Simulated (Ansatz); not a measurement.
Species: TiI2, charge 0, multiplicity 3. The spin state was set by rule; other spins were not relaxed. 
Coordinates optimised at B3LYP-D3(BJ)/def2-TZVP (Ansatz, a quantum-chemistry and plane-wave program):
```xyz
3

Ti     0.0000     0.0000     0.0000
I      0.0000     0.0000     2.6140
I      0.0000     0.0000    -2.6140
```
Charge 0, spin multiplicity 3.

Question: Give the harmonic wavenumbers at B3LYP-D3(BJ)/def2-TZVP (Ansatz, finite differences of forces, unscaled).

Answer: 24, 24, 141, 332 cm⁻¹. Zero-point energy 0.7 kcal/mol.
